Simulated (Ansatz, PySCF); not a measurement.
C₃H₉Ge, SMILES C[C](C)[GeH3] (connectivity only; charge and spin as stated), charge +1, multiplicity 1. Atoms are numbered in the order given.

```xyz
13

C     -1.1355     1.7258    -0.2763
C     -0.9007     0.3248    -0.0068
C     -2.0172    -0.5803     0.1557
Ge     0.9891    -0.3531     0.0782
H     -2.1368     1.9676    -0.6652
H     -1.1072     2.1337     0.7685
H     -0.3222     2.2468    -0.8025
H     -2.9896    -0.0992     0.3411
H     -2.0791    -1.0191    -0.8746
H     -1.8228    -1.4422     0.8107
H      0.9658    -1.6253     0.9194
H      1.2757    -0.5971    -1.4092
H      1.8007     0.8082     0.6500
```
Charge +1, spin multiplicity 1.

The structure is a stationary point at PBE0-D3(BJ)/def2-SVP. The multiplicity is an assumed one; no other spin state was optimised. The isomer is the one that the SMILES or the coordinates give; other isomers of the formula were not compared.

Two levels are set side by side: PBE-D3(BJ)/def2-SVP (Ansatz, a first-principles code) and PBE0-D3(BJ)/def2-SVP (Ansatz). Each level has its own optimised geometry; the coordinates shown are those of the second. Frequencies come from the Hessian of PySCF at each geometry. Differences are taken from unrounded values.

```tsv
quantity	PBE0-D3(BJ)
mean bond length (Å)	1.345
bond C1–C2 (Å)	1.446
bond C2–C3 (Å)	1.446
bond C2–Ge4 (Å)	2.010
bond C1–H5 (Å)	1.101
bond C1–H6 (Å)	1.122
bond C1–H7 (Å)	1.100
bond C3–H8 (Å)	1.101
bond C3–H9 (Å)	1.122
bond C3–H10 (Å)	1.100
bond Ge4–H11 (Å)	1.525
bond Ge4–H12 (Å)	1.534
bond Ge4–H13 (Å)	1.528
highest harmonic wavenumber (cm⁻¹)	3190
mean harmonic wavenumber (cm⁻¹)	1356
zero-point energy (kcal/mol)	63.97
```

What does PBE-D3(BJ) give, and how far is it from PBE0-D3(BJ)? (The exact figures need the calculation; the answer reports its results.)


| quantity | PBE-D3(BJ) | PBE-D3(BJ) minus PBE0-D3(BJ) |
|---|---|---|
| mean bond length (Å) | 1.354 | 0.009 |
| bond C1–C2 (Å) | 1.453 | 0.007 |
| bond C2–C3 (Å) | 1.454 | 0.007 |
| bond C2–Ge4 (Å) | 2.014 | 0.004 |
| bond C1–H5 (Å) | 1.110 | 0.009 |
| bond C1–H6 (Å) | 1.131 | 0.009 |
| bond C1–H7 (Å) | 1.109 | 0.009 |
| bond C3–H8 (Å) | 1.109 | 0.009 |
| bond C3–H9 (Å) | 1.130 | 0.008 |
| bond C3–H10 (Å) | 1.109 | 0.009 |
| bond Ge4–H11 (Å) | 1.537 | 0.012 |
| bond Ge4–H12 (Å) | 1.549 | 0.014 |
| bond Ge4–H13 (Å) | 1.540 | 0.012 |
| highest harmonic wavenumber (cm⁻¹) | 3092 | -98 |
| mean harmonic wavenumber (cm⁻¹) | 1309 | -47 |
| zero-point energy (kcal/mol) | 61.76 | -2.21 |

Exact exchange shortens and stiffens bonds; PBE has none. Differences between two approximate levels are no errors against the true value.
